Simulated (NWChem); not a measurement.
Program: NWChem. System: HBr, charge 1, spin multiplicity 2, at the geometry of a parent with another charge or spin, in a state set for the comparison that need not be this species' ground state. Its SCF solution wasn't tested for a lower state. Level: UHF/def2-TZVP.

The NWChem input:

```
start mol
memory heap 200 mb stack 800 mb global 1000 mb
charge 1
geometry units angstroms nocenter noautoz
  Br     0.000000     0.000000     0.039510
  H      0.000000     0.000000    -1.382857
  symmetry group C2v
end
basis spherical
  * library def2-tzvp
end
scf
  uhf
  nopen 1
  maxiter 100
  thresh 1e-7
  semidirect memsize 60000000 filesize 0
  # guess.movecs holds the orbitals of an unrestricted PBE0 run
  vectors input guess.movecs output mol.movecs
end
task scf energy
```

Output (cleaned and shortened):

```
             Northwest Computational Chemistry Package (NWChem) 7.3.0
             --------------------------------------------------------

                                NWChem Input Module
                                -------------------

 Scaling coordinates for geometry "geometry" by  1.889725989
 (inverse scale =  0.529177249)

 Turning off AUTOSYM since
 SYMMETRY directive was detected!

                             Geometry "geometry" -> ""
                             -------------------------

 Output coordinates in angstroms (scale by  1.889725989 to convert to a.u.)

  No.       Tag          Charge          X              Y              Z
 ---- ---------------- ---------- -------------- -------------- --------------
    1 Br                  35.0000     0.00000000     0.00000000     0.03951000
    2 H                    1.0000     0.00000000     0.00000000    -1.38285700

 Effective nuclear repulsion energy (a.u.)      13.0213958247

            Nuclear Dipole moment (a.u.)
            ----------------------------
        X                 Y               Z
 ---------------- ---------------- ----------------
     0.0000000000     0.0000000000    -0.0000132281

      Symmetry information
      --------------------

 Group name             C2v
 Group number             16
 Group order               4
 No. of unique centers     2

      Symmetry unique atoms

     1    2


 Summary of "ao basis" -> "" (spherical)
 ------------------------------------------------------------------------------
       Tag                 Description            Shells   Functions and Types
 ---------------- ------------------------------  ------  ---------------------
 *                         def2-tzvp                  on all atoms

 Summary of "ao basis" -> "ao basis" (spherical)
 ------------------------------------------------------------------------------
       Tag                 Description            Shells   Functions and Types
 ---------------- ------------------------------  ------  ---------------------
 Br                        def2-tzvp                16       48   6s5p4d1f
[...]
 Vector   19  Occ=0.000000D+00  E=-1.449406D-01  Symmetry=a1
              MO Center= -1.5D-14,  5.0D-16, -7.3D-01, r^2= 3.3D+00
   Bfn.  Coefficient  Atom+Function         Bfn.  Coefficient  Atom+Function
  ----- ------------  ---------------      ----- ------------  ---------------
    51      1.238120  2 H  s                  6     -0.778344  1 Br s
    21      0.730330  1 Br pz                18      0.313151  1 Br pz
    50      0.278683  2 H  s                 12     -0.184177  1 Br pz
    15      0.177476  1 Br pz                 5     -0.153116  1 Br s

 Vector   20  Occ=0.000000D+00  E= 3.264398D-02  Symmetry=a1
              MO Center= -1.7D-14,  5.5D-14, -1.0D+00, r^2= 3.6D+00
   Bfn.  Coefficient  Atom+Function         Bfn.  Coefficient  Atom+Function
  ----- ------------  ---------------      ----- ------------  ---------------
    51      1.278798  2 H  s                 50     -0.743833  2 H  s
    39     -0.415760  1 Br d  0               6     -0.247385  1 Br s
    21     -0.237307  1 Br pz

 center of mass
 --------------
 x =   0.00000000 y =   0.00000000 z =   0.04118839

 moments of inertia (a.u.)
 ------------------
           7.190573073844           0.000000000000           0.000000000000
           0.000000000000           7.190573073844           0.000000000000
           0.000000000000           0.000000000000           0.000000000000

  Mulliken analysis of the total density
  --------------------------------------

    Atom       Charge   Shell Charges
 -----------   ------   -------------------------------------------------------
    1 Br  35    34.34   2.00  2.00  1.16  0.77  1.10  0.91  6.00  5.94  1.19  2.57  0.64  8.99  1.02  0.00  0.04  0.01
    2 H    1     0.66   0.20  0.42  0.01  0.03

  Mulliken analysis of the alpha density
  --------------------------------------

    Atom       Charge   Shell Charges
 -----------   ------   -------------------------------------------------------
    1 Br  35    17.69   1.00  1.00  0.58  0.38  0.56  0.46  3.00  2.97  0.73  1.60  0.38  4.49  0.51  0.00  0.02  0.00
    2 H    1     0.31   0.10  0.20  0.00  0.02

   Mulliken analysis of the beta density
   -------------------------------------

    Atom       Charge   Shell Charges
 -----------   ------   -------------------------------------------------------
    1 Br  35    16.65   1.00  1.00  0.58  0.39  0.54  0.45  3.00  2.96  0.47  0.97  0.26  4.50  0.51 -0.00  0.02  0.00
    2 H    1     0.35   0.11  0.22  0.01  0.01

   Mulliken analysis of the spin density
   -------------------------------------

    Atom       Charge   Shell Charges
 -----------   ------   -------------------------------------------------------
    1 Br  35     1.04  -0.00  0.00  0.00 -0.00  0.01  0.00  0.00  0.01  0.26  0.63  0.12 -0.01  0.00  0.01  0.00 -0.00
    2 H    1    -0.04  -0.01 -0.03 -0.00  0.00

       Multipole analysis of the density wrt the origin
       ------------------------------------------------

     L   x y z        total         alpha         beta         nuclear
     -   - - -        -----         -----         ----         -------
     0   0 0 0      1.000000    -18.000000    -17.000000     36.000000

     1   1 0 0     -0.000000     -0.000000     -0.000000      0.000000
     1   0 1 0      0.000000      0.000000      0.000000      0.000000
     1   0 0 1     -0.581552     -0.301235     -0.280303     -0.000013

     2   2 0 0    -12.637082     -6.671166     -5.965916      0.000000
     2   1 1 0     -0.000000     -0.000000     -0.000000      0.000000
     2   1 0 1     -0.000000     -0.000000     -0.000000      0.000000
     2   0 2 0    -10.775799     -6.872093     -3.903706      0.000000
     2   0 1 1      0.000000      0.000000      0.000000      0.000000
     2   0 0 2     -8.961450     -8.277931     -7.707553      7.024033

 Task  times  cpu:        2.8s     wall:        2.8s

 Total times  cpu:        2.9s     wall:        2.9s
```
